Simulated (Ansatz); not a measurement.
Al₁₂P₁₁F₃⁻. The state is a doublet with charge -1. Geometry r2SCAN-D4/def2-SVP, that of the neutral singlet; atoms count from 1.

```xyz
26

Al   -2.0070   -0.3103    3.3631
P    -2.0074    0.3538    5.4547
Al    0.0625    0.9757    5.1231
P     2.0948    1.7777    5.1306
Al    2.1955    1.1884    3.0171
P    -3.7525   -0.4245    1.7501
Al   -2.3424   -2.1313    1.2784
Al   -2.2138    0.5166    0.2926
P    -0.0720    0.5772    1.4787
P    -1.0378   -2.9498   -0.3972
Al    0.5633   -1.4179    0.3067
Al    1.4181    1.8112   -0.0142
P     3.3769    2.1458    1.1805
P     2.6507   -1.6383   -0.6976
Al    3.3454   -0.0866    0.8192
P    -2.6072    0.6934   -1.9315
Al   -1.4228   -1.2621   -2.0514
Al   -0.7028    1.3540   -3.2964
P     1.3415    2.1090   -2.2575
P     0.2132   -1.3060   -3.6838
Al    1.6563   -0.1591   -2.2976
P    -1.1580    2.0453   -5.3877
Al   -0.5488   -0.0446   -5.6402
F    -1.4537   -2.1094    2.8557
F     2.8782   -0.5651    2.5014
F    -0.4698   -1.1430   -6.8967
```

Single mean-field runs in def2-SVP are fitted with def2-universal-jkfit.

(1) Estimate the Mulliken populations from the PBE0/def2-SVP orbitals of Ansatz.

(2) Where does the spin sit?

(3) And the Mayer bond orders between heavy atoms (over 0.3)?

Answers

(1) 
| atom | charge (e) | spin (α − β) |
| --- | --- | --- |
| Al1 | 0.63 | 0.00 |
| P2 | -0.45 | 0.00 |
| Al3 | 0.40 | 0.00 |
| P4 | -0.45 | 0.00 |
| Al5 | 0.64 | 0.00 |
| P6 | -0.46 | 0.00 |
| Al7 | 0.57 | 0.01 |
| Al8 | 0.44 | 0.06 |
| P9 | -0.87 | -0.04 |
| P10 | -0.49 | -0.03 |
| Al11 | 0.28 | 0.50 |
| Al12 | 0.43 | 0.06 |
| P13 | -0.45 | 0.00 |
| P14 | -0.49 | -0.03 |
| Al15 | 0.56 | 0.01 |
| P16 | -0.43 | -0.01 |
| Al17 | 0.41 | 0.24 |
| Al18 | 0.29 | 0.00 |
| P19 | -0.44 | -0.01 |
| P20 | -0.59 | -0.03 |
| Al21 | 0.42 | 0.24 |
| P22 | -0.42 | 0.00 |
| Al23 | 0.63 | 0.00 |
| F24 | -0.39 | 0.00 |
| F25 | -0.38 | 0.00 |
| F26 | -0.41 | 0.00 |
Mulliken values depend strongly on the basis.

(2) Summed by element: Al 1.12, P -0.12, F 0.00, of 1 unpaired in all. Largest on single atoms: Al11 0.50, Al21 0.24, Al17 0.24.

(3) Al1–P2 1.39 (2.19 Å); Al1–P6 0.78 (2.38 Å); Al1–F24 0.39 (1.95 Å); P2–Al3 1.33 (2.19 Å); Al3–P4 1.35 (2.18 Å); P4–Al5 1.38 (2.20 Å); Al5–P13 0.77 (2.38 Å); Al5–F25 0.39 (1.95 Å); P6–Al7 1.05 (2.26 Å); P6–Al8 0.85 (2.32 Å); Al7–P10 1.02 (2.28 Å); Al7–F24 0.56 (1.81 Å); Al8–P9 0.60 (2.45 Å); Al8–P16 1.08 (2.27 Å); P9–Al11 0.67 (2.40 Å); P9–Al12 0.61 (2.44 Å); P10–Al11 0.89 (2.33 Å); P10–Al17 0.73 (2.39 Å); Al11–P14 0.89 (2.33 Å); Al12–P13 0.85 (2.32 Å); Al12–P19 1.08 (2.26 Å); P13–Al15 1.06 (2.26 Å); P14–Al15 1.02 (2.28 Å); P14–Al21 0.73 (2.40 Å); Al15–F25 0.56 (1.81 Å); P16–Al17 0.99 (2.29 Å); P16–Al18 0.62 (2.43 Å); Al17–P20 0.90 (2.31 Å); Al18–P19 0.64 (2.41 Å); Al18–P20 0.44 (2.84 Å); Al18–P22 1.29 (2.25 Å); P19–Al21 0.98 (2.29 Å); P20–Al21 0.88 (2.31 Å); P20–Al23 0.52 (2.45 Å); P22–Al23 1.40 (2.19 Å); Al23–F26 1.00 (1.67 Å).
